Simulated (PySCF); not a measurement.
CI3, SMILES I[C-](I)I, charge -1.

Coordinates come from a PBE-D3(BJ)/def2-SVPD optimisation. The def2 effective core potentials stand for the cores of I; spin–orbit coupling is left out.

These are PBE-D3(BJ)/def2-SVPD (PySCF 2.14.0) values and carry that method's errors.

Frequencies are harmonic and unscaled.

Modes within 1.5 cm⁻¹ of each other (mostly degenerate sets) share a row, with their intensities summed.

```json
[
 {"mode": "1–2", "ν (cm⁻¹)": "80", "IR (km/mol)": "4.8", "moving atoms (share of kinetic energy)": "I 99 %"},
 {"mode": "3", "ν (cm⁻¹)": "114", "IR (km/mol)": "0.7", "moving atoms (share of kinetic energy)": "I 97 %"},
 {"mode": "4–6", "ν (cm⁻¹)": "391", "IR (km/mol)": "277.1", "moving atoms (share of kinetic energy)": "C 95 %"}
]
```
